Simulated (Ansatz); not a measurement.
`[F][Sn]([F])([F])[I]` + HCl → `[F][Sn]([F])([F])[Cl]` + HI at 700 K and 1 bar (ligand exchange at the Sn–I bond).

Calculated with Ansatz (gas phase, PBE0-D4/def2-TZVP geometries, no zero-point term in ΔE). CCSD(T)/CBS adds triple-zeta CCSD(T) − MP2 to the extrapolated MP2 energy (def2 sets, frozen cores). This one scheme is used for every species. Elements past krypton have def2 core potentials. For I, Sn outer-core shells are correlated without core-valence functions, which leaves a few kJ/mol of doubt a bond.

| species | CCSD(T)/CBS energy (Eh) | H − E (kJ/mol) | S (J/(mol·K)) |
| --- | --- | --- | --- |
| `[F][Sn]([F])([F])[I]` | -810.98500 | 78.6 | 451.5 |
| HCl | -460.38127 | 38.4 | 211.8 |
| `[F][Sn]([F])([F])[Cl]` | -973.31691 | 79.0 | 430.5 |
| HI | -298.03592 | 34.6 | 231.7 |

H − E and S are ideal-gas, rigid-rotor, harmonic terms from PBE0-D4/def2-TZVP. 1 Eh = 2625.50 kJ/mol, R = 8.31446 J/(mol·K).

Problem. By hand: ΔE, ΔH, ΔS and ΔG.

Solution. ΔE = (-973.31691) + (-298.03592) − (-810.98500) − (-460.38127) = 0.01344 Eh = 35.3 kJ/mol. Δ(H − E) = 79.0 + 34.6 − 78.6 − 38.4 = -3.4, so ΔH = 31.9 kJ/mol. ΔS = 430.5 + 231.7 − 451.5 − 211.8 = -1.1 J/(mol·K). ΔG = 31.9 − 700 × (-1.1)/1000 = 32.7 kJ/mol.

Problem. By hand: the equilibrium constant, and the temperature at which ΔG would vanish if ΔH and ΔS stayed fixed.

Solution. log₁₀ K = −ΔG/(RT ln 10) = -2.4. ΔH and −TΔS have one sign here, so there is no such temperature.

The number of gas molecules stays the same, so ΔS is small and ΔH decides. A doubt of 5 kJ/mol in ΔE shifts log₁₀ K by 0.4 here. These are equilibria of isolated gas molecules and say nothing of rates. Largest T1 diagnostic: 0.014 (customary marks: 0.02 for closed shells, 0.045 for open ones).

ΔS is within the doubt of such terms, so its sign, and with it that verdict, could turn.
